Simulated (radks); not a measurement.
Valence configurations of Eu2+ (all share [Xe]). Calculated with a radial shooting solver on a logarithmic mesh with Libxc functionals: scalar-relativistic Kohn-Sham, SCAN, spin-polarised, spherical densities, finite nucleus; open shells are filled with parallel spins first (spin-orbit coupling, left out, can overturn this in heavy ions); meta-GGA in the generalised Kohn-Sham scheme; Fermi nuclear charge, rms radius 5.1115 fm. Energies are relative to 4f7; eigenvalues in eV for spin up.

valence          E (eV)  moment (Bohr magnetons)    e(4f)    e(5d)    e(6p)
4f7               0.000                        7  -17.916        -        -
4f6.5 5d0.5       2.589                        7  -20.848  -14.713        -
4f6 5d1           6.218                        7  -23.964  -15.640        -
4f5.5 5d1.5      10.990                        7  -27.242  -16.543        -
4f6 6p1          11.560                        7  -27.796        -  -12.624
4f5.5 5d1 6p0.5  13.925                        7  -29.232  -17.897  -11.899
4f5 6p2          31.107                        7  -38.700        -  -14.720

NIST lists [Xe] 4f7 as the ground configuration; this level of theory agrees among the configurations tried. The energies are those of spherical high-spin densities, not of single terms. No valid solution was reached for [Xe] 4f5 6s2; [Xe] 4f6 6s1; [Xe] 4f6.5 6s0.5.
